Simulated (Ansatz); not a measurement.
Geometry optimisation, RKS B3LYP-D4/def2-SVP (Ansatz).

The input (input.yaml):

```yaml
crystal:
  periodic: [false, false, false]
  atoms:
    - { symbol: Ga, position_ang: [0.0, 0.0, 0.0] }
    - { symbol: H, position_ang: [0.0, 0.0, 1.92] }
    - { symbol: H, position_ang: [1.3596, 0.0, -0.785] }
    - { symbol: H, position_ang: [-1.3596, 0.0, -0.785] }
    - { symbol: S, position_ang: [0.1074, -2.4365, 0.8104] }
    - { symbol: H, position_ang: [-0.6501, -3.2469, -0.0437] }
    - { symbol: H, position_ang: [0.0433, -0.9815, 1.9671] }
basis:
  gaussian: { orbitals: def2-SVP }
hamiltonian:
  xc: b3lyp
  dispersion: d4
relax:
  f_tol: 0.15
  max_steps: 25
  restrain:
    - { distance: [0, 4], at: 2.27, k: 30.0 }
    - { distance: [6, 1], at: 0.66, k: 30.0 }
    - { distance: [0, 1], at: 2.77, k: 30.0 }
    - { distance: [6, 4], at: 2.6, k: 30.0 }
```

Launched with:

```bash
$ ansatz run input.yaml --threads 1 --pin off --max-ram 2048MiB --backend cpu --events-out ev --progress --plain --runs-dir out
```

Q: Where does it end, and by what steps?

A: It converged. The restraints hold the end off the free minimum. After 8 steps the energy has fallen by 2.084 eV (the restraints' own energy left out); Ga1 moved furthest, 0.69 Å. Joined: H2–H7 (0.98 → 0.72 Å).

```tsv
step	energy less start (eV)	largest force component (eV/Å)	accepted
0	0.0000	2.434	yes
1	-0.7041	3.229	yes
2	-1.2058	3.279	yes
3	-1.7196	3.292	yes
4	-1.9615	2.384	yes
5	-2.0545	0.897	no
6	-2.0607	1.452	yes
7	-2.0808	1.543	yes
8	-2.0842	1.726	yes
```

```xyz
7
Properties=species:S:1:pos:R:3
Ga 0.063 -0.541 -0.430
H -0.011 0.002 2.286
H 1.379 0.297 -0.512
H -1.380 -0.093 -0.829
S 0.340 -2.643 0.343
H -0.954 -3.018 0.192
H 0.062 -0.669 2.033
```

Run time: 20 s on 1 thread of AMD EPYC 7B13 (Zen 3) (shared host), peak memory 0.17 GiB.
